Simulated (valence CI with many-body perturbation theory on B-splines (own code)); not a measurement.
E1 transitions of Os LXII

Level of theory: relativistic CI+MBPT: five valence electrons over a frozen Dirac-Fock core [Ne], radial functions for each j: 9 s, 9 p, 8 d, 6 f, 3 g, 1 h, with the one-electron correlation potential Σ1 (screened to all orders), the two-electron term Σ2, the three-electron term Σ3, Breit, model QED; selected single and double excitations, second order for the rest (own B-spline code, finite nucleus).

No measured spectrum was set against this ion. As an estimate, large intervals hold to a few tenths of a per cent, small ones and those within an open d or f shell to about a per cent. Among the levels kept, up to 600 cm⁻¹ of a level comes from second order outside the variational space, and about a tenth of that is noise between levels of different J, which matters for small intervals.

Lines 201 to 220 of 220 in falling wavelength, among levels below 1014.3 eV, chosen from the strongest by gf and those to the six lowest levels. Wavelengths and rates use the calculated energies. Electric multipoles are in the length gauge, E1 and E2 with the static RPA response of the core. Weak lines are less certain than strong ones. Lines between different terms over intervals too small for the method are left out, as are lines whose strength nearly cancels. The highest levels of a list are the least certain.

Levels are named by their leading jj configuration (3d3/2^4 stands for four electrons in 3d with j = 3/2), which in mixed levels can hold well under half, so a name can repeat and another be missing. Letters in brackets count levels of one name in rising energy.

| λ vac (Å) | Upper | Lower | A (s⁻¹) | S (a.u.) with core polarisation | S without |
| --- | --- | --- | --- | --- | --- |
| 18.26 | (3s^2 3p1/2 3p3/2 3d3/2) J=1/2 [b] | (3s^2 3p1/2^2 3p3/2) J=3/2 | 5.18e+12 | 3.11e-02 | 3.16e-02 |
| 18.24 | (3s^2 3p1/2 3p3/2 3d3/2) J=3/2 [b] | (3s^2 3p1/2^2 3p3/2) J=3/2 | 7.43e+12 | 8.90e-02 | 9.03e-02 |
| 18.15 | (3s^2 3p1/2 3d3/2^2) J=1/2 | (3s^2 3p1/2^2 3d3/2) J=3/2 | 4.85e+12 | 2.86e-02 | 2.90e-02 |
| 18.13 | (3s^2 3p1/2 3d3/2^2) J=3/2 | (3s^2 3p1/2^2 3d3/2) J=3/2 | 3.95e+12 | 4.64e-02 | 4.71e-02 |
| 17.94 | (3s 3p1/2^2 3p3/2 3d5/2) J=3/2 [a] | (3s^2 3p1/2^2 3d3/2) J=3/2 | 3.94e+12 | 4.49e-02 | 4.55e-02 |
| 17.41 | (3s 3p1/2^2 3p3/2 3d5/2) J=1/2 | (3s^2 3p1/2^2 3d3/2) J=3/2 | 1.02e+10 | 5.33e-05 | 5.40e-05 |
| 17.29 | (3s 3p1/2^2 3p3/2 3d5/2) J=5/2 [b] | (3s^2 3p1/2^2 3d3/2) J=3/2 | 6.47e+06 | 9.91e-08 | 1.05e-07 |
| 17.24 | (3s 3p1/2^2 3p3/2 3d5/2) J=3/2 [b] | (3s^2 3p1/2^2 3d3/2) J=3/2 | 1.89e+10 | 1.91e-04 | 1.94e-04 |
| 16.99 | (3s^2 3p1/2 3p3/2 3d5/2) J=3/2 [a] | (3s^2 3p1/2^2 3p3/2) J=3/2 | 2.88e+10 | 2.79e-04 | 2.83e-04 |
| 16.90 | (3s^2 3p1/2 3p3/2 3d5/2) J=5/2 [a] | (3s^2 3p1/2^2 3p3/2) J=3/2 | 1.84e+10 | 2.63e-04 | 2.67e-04 |
| 16.81 | (3s^2 3p1/2 3d3/2 3d5/2) J=5/2 | (3s^2 3p1/2^2 3d3/2) J=3/2 | 2.90e+08 | 4.07e-06 | 4.14e-06 |
| 16.66 | (3s^2 3p1/2 3d3/2 3d5/2) J=3/2 | (3s^2 3p1/2^2 3d3/2) J=3/2 | 5.28e+10 | 4.81e-04 | 4.88e-04 |
| 16.60 | (3s^2 3p1/2 3d3/2 3d5/2) J=1/2 | (3s^2 3p1/2^2 3d3/2) J=3/2 | 2.73e+07 | 1.23e-07 | 1.26e-07 |
| 16.45 | (3s^2 3p1/2 3p3/2 3d5/2) J=5/2 [b] | (3s^2 3p1/2^2 3p3/2) J=3/2 | 2.71e+09 | 3.57e-05 | 3.62e-05 |
| 16.22 | (3s^2 3p1/2 3p3/2 3d5/2) J=3/2 [b] | (3s^2 3p1/2^2 3p3/2) J=3/2 | 4.21e+10 | 3.54e-04 | 3.59e-04 |
| 16.14 | (3s^2 3p1/2 3p3/2 3d5/2) J=1/2 | (3s^2 3p1/2^2 3p3/2) J=3/2 | 5.62e+10 | 2.33e-04 | 2.36e-04 |
| 12.76 | (3s 3p1/2 3p3/2^3) J=3/2 [a] | (3s^2 3p1/2^2 3p3/2) J=3/2 | 2.46e+09 | 1.01e-05 | 1.02e-05 |
| 12.51 | (3s 3p1/2 3p3/2^3) J=5/2 | (3s^2 3p1/2^2 3p3/2) J=3/2 | 2.21e+09 | 1.28e-05 | 1.30e-05 |
| 12.26 | (3s 3p1/2 3p3/2^3) J=1/2 | (3s^2 3p1/2^2 3p3/2) J=3/2 | 7.72e+07 | 1.40e-07 | 1.42e-07 |
| 12.23 | (3s 3p1/2 3p3/2^3) J=3/2 [b] | (3s^2 3p1/2^2 3p3/2) J=3/2 | 7.40e+09 | 2.67e-05 | 2.70e-05 |
